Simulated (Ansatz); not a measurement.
Ideal-gas functions of I$_{3}$In (`[I][In]([I])[I]`) at 298.15 K and 1 bar, from an Ansatz frequency run at PBE0-D4/def2-TZVP.

Molar mass 495.53 g/mol, point group D3h (symmetry number 6), electronic degeneracy 1, moments of inertia 1324.121, 1324.359, 2648.48 u Å². Harmonic wavenumbers (cm⁻¹, unscaled): 46, 46, 65, 150, 231, 231.

Use S(trans) = R[1.5 ln M + 2.5 ln T − 1.1517]; rotational temperatures θ = 24.2544 K / I; S(rot) = R[ln(√π/σ · √(T³/θAθBθC)) + 1.5]; for each mode x = 1.438777 ν̃/T, S = R[x/(eˣ − 1) − ln(1 − e⁻ˣ)] and H = RT x/(eˣ − 1); 1 cm⁻¹ = 0.0119627 kJ/mol; R = 8.31446 J/(mol·K).

Task: By hand: the entropy, in J/(mol·K).

Result: Translation 186.3. Rotation: θ = 0.0183, 0.0183, 0.0092 K, giving 126.1. Vibration, mode by mode: 20.85, 20.85, 17.99, 11.18, 7.83, 7.83, in all 86.5. Electronic 0.0. Sum 398.9 J/(mol·K).

Task: By hand: H − E and G − E in kJ/mol, counted from the electronic energy.

Result: Zero-point energy ½ × 769 × 0.0119627 = 4.6; thermal vibration 10.9; translation, rotation and pV give 4 RT = 9.9. H − E = 25.4 kJ/mol, and G − E = 25.4 − 298.15 × 398.9/1000 = -93.5 kJ/mol.

Vibration gives 22 % of the entropy, 59.7 J/(mol·K) of it from the modes under 150 cm⁻¹: soft modes count most, and the harmonic formula is weakest for them.
